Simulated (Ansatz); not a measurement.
Start from `CBC=S` and change one atom or group to get `S=CBS`.

Ansatz, PBE0-D4/def2-TZVP geometries, multiplicity 1. Each molecule was computed in one conformer, which needn't be the lowest.

| property | `CBC=S` |
| --- | --- |
| LUMO energy (B3LYP/def2-TZVPP) / eV | -2.77 |
| LUMO energy (PBE0/def2-TZVPP) / eV | -2.58 |
| HOMO–LUMO gap (PBE/def2-TZVPP) / eV | 2.31 |
| LUMO energy (ωB97M-V/def2-TZVPP) / eV | -0.39 |
| HOMO energy (ωB97M-V/def2-TZVPP) / eV | -9.09 |
| HOMO energy (PBE/def2-TZVPP) / eV | -5.83 |

(1) What does the change do to each property? (Estimate.)

Results:

(1) Computed: 
```
                             property  `S=CBS`  shift
  LUMO energy (B3LYP/def2-TZVPP) / eV    -3.69  -0.92
   LUMO energy (PBE0/def2-TZVPP) / eV    -3.54  -0.96
  HOMO–LUMO gap (PBE/def2-TZVPP) / eV     1.29  -1.02
LUMO energy (ωB97M-V/def2-TZVPP) / eV    -1.42  -1.03
HOMO energy (ωB97M-V/def2-TZVPP) / eV    -9.06   0.03
    HOMO energy (PBE/def2-TZVPP) / eV    -5.67   0.16
```

With PBE0 the HOMO rises by 0.06 eV and the LUMO falls by 0.96 eV, so the gap narrows by about 1.02 eV. PBE moves the HOMO by 0.16 eV and ωB97M-V by 0.03 eV.

B3LYP here is the variant with VWN-RPA as its local correlation; programs differ in this.
